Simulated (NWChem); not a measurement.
System: CH4ClFOSi; SMILES F[Si](O)(C)Cl

The following NWChem deck was run.

```
start job
memory heap 200 mb stack 900 mb global 1100 mb
geometry units angstroms noautoz
  C      1.589571     1.197638     0.201117
  Si    -0.042129     0.374988    -0.004112
  O     -0.762888     0.910519    -1.377314
  F     -0.998630     0.688061     1.264231
  Cl     0.132421    -1.678996    -0.046635
  H      2.250912     0.956768    -0.643877
  H      2.074737     0.865691     1.130460
  H      1.460595     2.289789     0.242814
  H     -1.592626     0.504142    -1.645711
end
basis spherical
  * library def2-svp
end
dft
  xc b3lyp
  iterations 150
  mulliken
end
task dft energy
```

Geometry: optimised at PBE0/def2-SVP.

Task: What results follow from this input? (B3LYP/def2-SVP.) Quantities: energy (Ha); highest occupied level (eV); orbital gap (eV); dipole (D).

Result: The energy (Ha) is -965.08 and the highest occupied level (eV) comes out as -8.72. The orbital gap (eV) is 9.55 and the dipole (D) is 1.13.
